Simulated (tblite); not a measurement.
Compound: C4H9NO2Si.
Numbering: `[CH3:1][O:2][Si@@H:3]([CH3:4])[O:5][CH2:6][C:7]#[N:8]` (hydrogens: H9, H10, H11 on C1; H12 on Si3; H13, H14, H15 on C4; H16, H17 on C6)

Computed with GFN2-xTB (tblite), gas phase: nudged elastic band of 9 images (0 to 8), spring 0.2 eV/Å², climbing image at the end, force threshold 0.05 eV/Å. The top image wasn't refined or checked by frequencies; at this threshold it can lie a kcal/mol or more above the true saddle point of the method.

Path: rotation about Si3–O5 (oxygen-bound silicon, silyl ether oxygen), followed by the dihedral O2–Si3–O5–C6, from 52° to 180°. Start geometry (image 0):
```
atom  x, y, z in Å
C1     -2.302    1.225    0.638
O2     -0.973    0.924    0.324
Si3    -0.161   -0.465    0.583
C4     -0.898   -1.979   -0.272
O5      1.281   -0.275   -0.133
C6      2.186    0.775    0.039
C7      3.413    0.498   -0.681
N8      4.379    0.274   -1.247
H9     -2.509    2.236    0.288
H10    -2.465    1.176    1.717
H11    -2.984    0.526    0.150
H12    -0.002   -0.649    2.033
H13    -1.063   -1.797   -1.331
H14    -0.247   -2.841   -0.186
H15    -1.854   -2.242    0.171
H16     1.760    1.716   -0.339
H17     2.433    0.910    1.102
```

The first guess turns that dihedral rigidly in even steps and adds one set of random displacements (0.04 Å standard deviation a coordinate) to every inner image. Energies of the images above image 0 (eV) in the early part of the optimisation:

```csv
iteration,1,2,3,4,5,6,7,8
0,1.075,1.083,1.108,1.135,1.153,1.160,1.163,0.025
10,0.043,0.076,0.112,0.138,0.146,0.139,0.130,0.025
20,0.020,0.051,0.086,0.110,0.113,0.101,0.090,0.025
30,0.017,0.047,0.082,0.104,0.104,0.089,0.077,0.025
40,0.014,0.043,0.078,0.096,0.089,0.068,0.054,0.025
```

**Question.** Where does the band end, and how far was the first guess from it?

**Answer.** Final energies, images 1 to 8: 0.012, 0.040, 0.073, 0.089, 0.076, 0.052, 0.037, 0.025 eV. The highest point drops from 1.16 eV (image 7) to 0.089 eV (image 4), by 1.07 eV. Image 4 moved by 0.07 Å rms, its dihedral from 118° to 122°. The end images are fixed. The true force on the top image ends at 0.039 eV/Å, and the largest on any image at 0.05 eV/Å; away from the top, the method drives only the force across the path to zero. The last saved iteration is 60.

The cost below is that of the whole band run. Hardware: Intel Xeon Platinum 8259CL at 2.50 GHz, one thread, no GPU, shared host. Cost: 7.2 s, 0.19 GiB resident at most.
